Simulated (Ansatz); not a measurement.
Ansatz (a quantum-chemistry and plane-wave program) input (B3LYP-D3(BJ)/def2-TZVP):

Ansatz 0.2 input:
```yaml
crystal:
  periodic: [false, false, false]
  atoms:
    - {symbol: Cs, position_ang: [-1.14379928, -0.87367010, -0.99035842]}
    - {symbol: Br, position_ang: [1.19321783, 0.85833830, 1.02184291]}
basis:
  gaussian:
    orbitals: def2-TZVP
hamiltonian:
  xc: b3lyp
  dispersion: d3bj
total_charge: 1
magnetization: {spin_polarized: true, initial_magnetization: 1}
relax: {f_tol: 0.002, max_steps: 150}
```

Output:

```
Functional definition: B3LYP
integrals: 0.03 GiB planned
649 factors; integrals over basis functions are off by at most 4.0e-4 eV
mean field: 0.37 GiB planned
mean field evaluation 1: about -70583.8862 eV, gradient 2.8e1 eV
mean field evaluation 2: about -70584.9380 eV, gradient 3.4e1 eV
mean field evaluation 4: about -70590.1166 eV, gradient 1.1e0 eV
mean field evaluation 8: about -70590.1292 eV, gradient 1.8e-2 eV
mean field evaluation 16: about -70590.1449 eV, gradient 6.0e-1 eV
mean field evaluation 32: about -70590.3312 eV, gradient 3.4e-4 eV
mean field -70590.33124783 eV, -2594.1468255126 hartree, gradient 7.9e-6 eV, S^2 0.752326; 4 other end points of the search recorded, 0 dependent functions left out
the calculation of the forces begins
reference -70590.33147007 eV, -2594.1468336798 hartree; 22, 21 occupied and 55, 56 virtual orbitals, 649 factors
relax step   1: F+E_penalty+E_count = -70590.38744222 eV  Δ(F+E_penalty+E_count) = +0.000e0 eV  max|allowed force component| = 1.756e-1 eV/Å  Δτ_max = 0.0000 Å  (155 SCF iters, accepted)
these checks for a lower state are left out or cut short: starts, cluster_reference, orbital_swaps, neighbouring_geometries, increment
integrals: 0.03 GiB planned
649 factors; integrals over basis functions are off by at most 3.8e-4 eV
mean field: 0.37 GiB planned
mean field evaluation 64: about -70590.3409 eV, gradient 3.2e-6 eV
mean field -70590.34089167 eV, -2594.1471799173 hartree, gradient 3.3e-6 eV, S^2 0.752328; 0 other end points of the search recorded, 0 dependent functions left out
the calculation of the forces begins
reference -70590.34111521 eV, -2594.1471881321 hartree; 22, 21 occupied and 55, 56 virtual orbitals, 649 factors
relax step   2: F+E_penalty+E_count = -70590.39682816 eV  Δ(F+E_penalty+E_count) = -9.386e-3 eV  max|allowed force component| = 1.441e-1 eV/Å  Δτ_max = 0.0194 Å  (44 SCF iters, accepted)
these checks for a lower state are left out or cut short: starts, cluster_reference, orbital_swaps, neighbouring_geometries, increment
integrals: 0.03 GiB planned
649 factors; integrals over basis functions are off by at most 3.3e-4 eV
mean field: 0.37 GiB planned
mean field -70590.36584913 eV, -2594.1480970871 hartree, gradient 6.7e-6 eV, S^2 0.752335; 0 other end points of the search recorded, 0 dependent functions left out
the calculation of the forces begins
reference -70590.36607844 eV, -2594.1481055141 hartree; 22, 21 occupied and 55, 56 virtual orbitals, 649 factors
relax step   3: F+E_penalty+E_count = -70590.42075070 eV  Δ(F+E_penalty+E_count) = -2.392e-2 eV  max|allowed force component| = 4.436e-2 eV/Å  Δτ_max = 0.0890 Å  (45 SCF iters, accepted)
these checks for a lower state are left out or cut short: starts, cluster_reference, orbital_swaps, neighbouring_geometries, increment
integrals: 0.03 GiB planned
649 factors; integrals over basis functions are off by at most 3.7e-4 eV
mean field: 0.36 GiB planned
mean field -70590.37043048 eV, -2594.1482654486 hartree, gradient 5.7e-6 eV, S^2 0.752340; 0 other end points of the search recorded, 0 dependent functions left out
the calculation of the forces begins
reference -70590.37066531 eV, -2594.1482740783 hartree; 22, 21 occupied and 55, 56 virtual orbitals, 649 factors
relax step   4: F+E_penalty+E_count = -70590.42560614 eV  Δ(F+E_penalty+E_count) = -4.855e-3 eV  max|allowed force component| = 1.100e-3 eV/Å  Δτ_max = 0.0929 Å  (45 SCF iters, accepted)
these checks for a lower state are left out or cut short: starts, cluster_reference, orbital_swaps, neighbouring_geometries, increment
integrals: 0.03 GiB planned
649 factors; integrals over basis functions are off by at most 3.7e-4 eV
mean field: 0.36 GiB planned
mean field evaluation 96: about -70590.3705 eV, gradient 3.8e-6 eV
mean field -70590.37048265 eV, -2594.1482673659 hartree, gradient 3.8e-6 eV, S^2 0.752340; 0 other end points of the search recorded, 0 dependent functions left out
the calculation of the forces begins
reference -70590.37071736 eV, -2594.1482759910 hartree; 22, 21 occupied and 55, 56 virtual orbitals, 649 factors
relax step   5: F+E_penalty+E_count = -70590.42561200 eV  Δ(F+E_penalty+E_count) = -5.863e-6 eV  max|allowed force component| = 6.185e-4 eV/Å  Δτ_max = 0.0022 Å  (35 SCF iters, accepted)
these checks for a lower state are left out or cut short: starts, cluster_reference, orbital_swaps, neighbouring_geometries, increment
integrals: 0.03 GiB planned
649 factors; integrals over basis functions are off by at most 3.7e-4 eV
mean field: 0.37 GiB planned
mean field -70590.37054045 eV, -2594.1482694898 hartree, gradient 4.9e-6 eV, S^2 0.752340; 0 other end points of the search recorded, 0 dependent functions left out
the calculation of the forces begins
reference -70590.37077499 eV, -2594.1482781090 hartree; 22, 21 occupied and 55, 56 virtual orbitals, 649 factors
relax step   6: F+E_penalty+E_count = -70590.42561454 eV  Δ(F+E_penalty+E_count) = -2.543e-6 eV  max|allowed force component| = 4.571e-5 eV/Å  Δτ_max = 0.0029 Å  (35 SCF iters, accepted)
integrals: 0.03 GiB planned
649 factors; integrals over basis functions are off by at most 3.7e-4 eV
mean field: 0.37 GiB planned
mean field evaluation 128: about -70590.1912 eV, gradient 6.0e-1 eV
mean field -70590.37054045 eV, -2594.1482694898 hartree, gradient 4.9e-6 eV, S^2 0.752340; 5 other end points of the search recorded, 0 dependent functions left out
the calculation of the forces begins
reference -70590.37077499 eV, -2594.1482781090 hartree; 22, 21 occupied and 55, 56 virtual orbitals, 649 factors
Total energy: -70590.42584908 eV, -2594.1503020447 hartree
Atom 0 at    -1.273463    -0.969766    -1.102000 Å, force    -0.000046    -0.000034    -0.000039 eV/Å
Atom 1 at     1.322881     0.954434     1.133485 Å, force     0.000046     0.000034     0.000039 eV/Å
Dipole moment:    -0.859173    -0.636750    -0.739759 e Å
```
